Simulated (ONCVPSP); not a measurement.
# Sr (Z = 38), ONCV: configuration errors across variants

- Element: Sr
- Generator: ONCVPSP 4.0.1
- Type: optimised norm-conserving Vanderbilt (ONCV)
- Functional: PBE
- Relativity: fully relativistic
- Frozen core: [Ar] 3d10
- Valence charge: 10
- Reference configuration: 4s2 4p6 5s1 (charge +1)
- Partial waves: 4s+5s: rc 1.95 bohr, ncon 4, nbas 7, qcut 6.7 1/bohr, 2 projectors; 4p: rc 1.85 bohr, ncon 3, nbas 7, qcut 6 1/bohr, 2 projectors, debl 0.5 Ha; d scattering state at 0.3 Ha: rc 1.70 bohr, ncon 4, nbas 7, qcut 5.2 1/bohr, 1 projector
- Local potential: polynomial inside 1.35 bohr (lpopt 5, dvloc0 6 Ha)
- Core correction: none

Open shells are filled in proportion to 2j + 1.

In the p channel the program set the typed energies aside and used -1.056, 0.250 Ha (j = l + 1/2; the other j can differ). In the d channel the program set the typed energies aside and used 0.050 Ha (j = l + 1/2; the other j can differ).

All-electron excitation energies from the reference (eV): (1) 4s2 4p6 5s2 -5.885; (2) 4s2 4p6 5s0 11.005; (3) 4s2 4p6 5s1.5 -3.546; (4) 4s1 4p6 5s2 41.127.

1 further variants failed, have other tests or another functional or relativity, and are left out.

Errors AE − PS in meV (a dash: test not solved or not reliable):

```csv
change,(1),(2),(3),(4),bound ghosts,GHOST(+) flags above zero
base,-0.1,+0.1,0.0,-24,none,p3/2
p: nproj 1,0.0,+0.1,0.0,-8.4,none,none
s: qcut 7; p: qcut 6.3; d: qcut 5.4,-0.1,+0.1,0.0,-21,none,none
```

(1) Give the same row for: p: rc 1.54.

Answers

(1) -0.1, 0.0, 0.0, -32; bound ghosts: none; GHOST(+) flags above zero: none.
